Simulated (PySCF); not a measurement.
Structure from NMR data

The spectra below were simulated for a compound C$_{6}$H$_{3}$F$_{3}$O.

1H NMR (500 MHz, computed): δ 2.47 (s, 3H).

13C{1H} NMR (computed): δ 184.6 (C), 176.5 (C), 123.6 (C), 112.9 (C), 81.2 (C), 35.4 (CH3).

[PySCF: GIAO PBE0/pcSseg-1 shieldings; GFN2-xTB geometry; gas phase; averaged over atoms made equivalent by symmetry, fast rotation or ring inversion; single conformer; relativity neglected]

References, each an isolated molecule treated in the same way: 1H and 13C against TMS.

Q: Choose the structure that fits.
A. FC(F)=C(F)c1ccco1
B. C=C(C#CC(F)(F)F)C=O
C. CC(=O)C#CC(F)=C(F)F

A: C. 

The formula gives 4 degrees of unsaturation (no ring in the answer). 6 carbon signals for 6 carbons: no two carbons are equivalent. Carbon types of the structure: 5 × C, 1 × CH3, which accounts for all hydrogens. δC 184.6: carbonyl carbon of an ynone. δC 176.5, 123.6: fully substituted alkene carbon. δC 112.9, 81.2: alkyne carbon. δC 35.4: methyl carbon α to a carbonyl; the adjacent C=O deshields it moderately. δH 2.47: hydrogen on a methyl carbon α to a carbonyl; α to C=O.

The others: FC(F)=C(F)c1ccco1 would give 3 signals for carbon-bound and other non-exchanging H, not 1; C=C(C#CC(F)(F)F)C=O would give 3 signals for carbon-bound and other non-exchanging H, not 1.

Splittings by 19F in the carbon and heteronuclear signals aren't shown, as no couplings were computed. Shifts are as computed. Against solution values, carbons near 30 ppm lie about +3 ppm off and those near 130 ppm about +5 ppm. Of 1211 compounds with measured shifts, 218 miss one by over three times the rms of a fit or turn the order of signals round; such compounds aren't used in these exercises.
